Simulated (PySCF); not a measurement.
Si(F)(H)2(nPr) (C3H9FSi), SMILES CCC[SiH2]F.

Geometry: PBE-D3(BJ)/def2-SVP. One conformer was computed; it need not be the lowest.

Two levels are set side by side: PBE/def2-TZVP (PySCF) and B3LYP/def2-TZVP (PySCF). Same geometry, gas phase. Differences are taken from unrounded values.

```json
[
 {"quantity": "orbital gap (eV)", "B3LYP": "8.28"},
 {"quantity": "highest occupied level (eV)", "B3LYP": "-8.31"},
 {"quantity": "lowest empty level (eV)", "B3LYP": "-0.03"},
 {"quantity": "dipole moment (D)", "B3LYP": "2.09"},
 {"quantity": "mean polarisability (bohr³)", "B3LYP": "62.7"}
]
```

Task: What does PBE give, and how far is it from B3LYP? (Estimate from the structure and the level; the computed values follow.)

Result: 
| quantity | PBE | PBE minus B3LYP |
|---|---|---|
| orbital gap (eV) | 6.48 | -1.80 |
| highest occupied level (eV) | -7.17 | 1.14 |
| lowest empty level (eV) | -0.69 | -0.66 |
| dipole moment (D) | 2.03 | -0.06 |
| mean polarisability (bohr³) | 64.7 | 2.0 |

Without exact exchange PBE keeps part of each electron's self-repulsion, which lifts occupied levels and narrows the gap. PBE's more diffuse valence density responds more strongly to a field. Differences between two approximate levels are no errors against the true value.

Rough cost on one machine, each run with all the roots and properties that it gave: B3LYP against PBE within a factor of 2.
